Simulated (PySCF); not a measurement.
All numbers come from UPBE0 in PySCF with Os def2-TZVP with ECP60, H def2-TZVP; scalar-relativistic core potentials, no spin–orbit coupling; density-fitted integrals.

```xyz
3
charge 0 multiplicity 3, angstrom
Os    0.0000    0.0000   -0.0120
H     1.0812    0.0000    1.1419
H    -1.0812    0.0000    1.1419
```

OsH₂ (triplet), along the line from Os1 (at 0) through H2 (at 1.581 Å). Core electrons replaced by a potential are absent, the electrostatic potential uses the reduced nuclear charge, and values within about 0.7 Å of such atoms have no physical meaning.

Task: Tabulate the fields along this line at 0.79, 0.95, 1.11, 1.27, 1.42, 1.66, 1.82, 1.98, 2.13, 2.29, 2.45 Å.

Result: 
| distance (Å) | electron density (e/Å³) | spin density (e/Å³) | electron localisation function | electrostatic potential (V) |
| --- | --- | --- | --- | --- |
| 0.79 | 1.93 | 0.144 | 0.357 | 37.2 |
| 0.95 | 1.23 | 0.0616 | 0.397 | 20.4 |
| 1.11 | 1.12 | 0.011 | 0.749 | 15.3 |
| 1.27 | 1.3 | -0.0303 | 0.967 | 22.3 |
| 1.42 | 1.78 | -0.0791 | 0.998 | 62.7 |
| 1.66 | 1.96 | -0.116 | 1 | 152 |
| 1.82 | 0.977 | -0.0636 | 0.999 | 33.5 |
| 1.98 | 0.48 | -0.0346 | 0.998 | 12.5 |
| 2.13 | 0.242 | -0.0192 | 0.996 | 5.26 |
| 2.29 | 0.124 | -0.0106 | 0.993 | 2.2 |
| 2.45 | 0.0662 | -0.00596 | 0.989 | 0.81 |

On a grid of 0.08 Å the density has a local minimum along the bond near 1.11 Å from Os, at 1.12 e/Å³, where the ELF is 0.75.

Open d and f shells are described by one determinant, and the ground state may have another occupation or spin. No spin–orbit coupling is included, which matters more the heavier the element.
